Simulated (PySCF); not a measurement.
C2H10BrFO2Si3.
Atom-mapped SMILES: `[CH3:1][O:2][Si@@:3]([F:4])([Br:5])[O:6][SiH2:7][CH2:8][SiH3:9]` (hydrogens: H10, H11, H12 on C1; H13, H14 on Si7; H15, H16 on C8; H17, H18, H19 on Si9)

Theory: PySCF, PBE0-D3(BJ)/def2-SVP geometry optimisation, gas phase.

(1) List the bond lengths, angles and torsions at this level.

Answers

(1) 
```json
{"bond": "C1–O2", "length (Å)": "1.409"}
{"bond": "O2–Si3", "length (Å)": "1.625"}
{"bond": "Si3–F4", "length (Å)": "1.614"}
{"bond": "Si3–Br5", "length (Å)": "2.192"}
{"bond": "Si3–O6", "length (Å)": "1.625"}
{"bond": "O6–Si7", "length (Å)": "1.679"}
{"bond": "Si7–C8", "length (Å)": "1.865"}
{"bond": "C8–Si9", "length (Å)": "1.884"}
{"bond": "C1–H10, C1–H11, C1–H12", "length (Å)": "1.101"}
{"bond": "Si7–H13", "length (Å)": "1.489"}
{"bond": "Si7–H14", "length (Å)": "1.491"}
{"bond": "C8–H15", "length (Å)": "1.104"}
{"bond": "C8–H16", "length (Å)": "1.104"}
{"bond": "Si9–H17, Si9–H18, Si9–H19", "length (Å)": "1.495"}
```

Bonds in one row agree within 0.01 Å and their mean is given. A selection of angles:
```json
{"angle": "C1–O2–Si3", "degrees": "125.9"}
{"angle": "O2–Si3–F4", "degrees": "110.9"}
{"angle": "O2–Si3–Br5", "degrees": "107.7"}
{"angle": "O2–Si3–O6", "degrees": "111.3"}
{"angle": "F4–Si3–Br5", "degrees": "107.2"}
{"angle": "F4–Si3–O6", "degrees": "107.6"}
{"angle": "Br5–Si3–O6", "degrees": "112.1"}
{"angle": "Si3–O6–Si7", "degrees": "142.1"}
{"angle": "O6–Si7–C8", "degrees": "110.5"}
{"angle": "Si7–C8–Si9", "degrees": "115.9"}
```

Dihedral angles: C1–O2–Si3–F4 76° (synclinal); O2–Si3–O6–Si7 178° (antiperiplanar); Si3–O6–Si7–C8 24° (synperiplanar); O6–Si7–C8–Si9 178° (antiperiplanar).

O2 (silyl ether oxygen) is bent (angle 125.9°). Si7 (oxygen-bound silicon) is tetrahedral (angles from 106.8° to 111.1°). The O–Si distances run from 1.625 Å (Si3–O6, drawn single) to 1.679 Å (O6–Si7, drawn single), a spread of 0.054 Å. Si3 (fluorine-bound silicon) is tetrahedral (angles from 107.2° to 112.1°). Si9 (SiH3 silicon) is tetrahedral (angles from 108.3° to 110.4°).

Point group: C1 (no symmetry element, even within 0.4 Å). PBE0-D3(BJ)/def2-SVP frequencies: not computed here. One conformer, not necessarily the lowest.
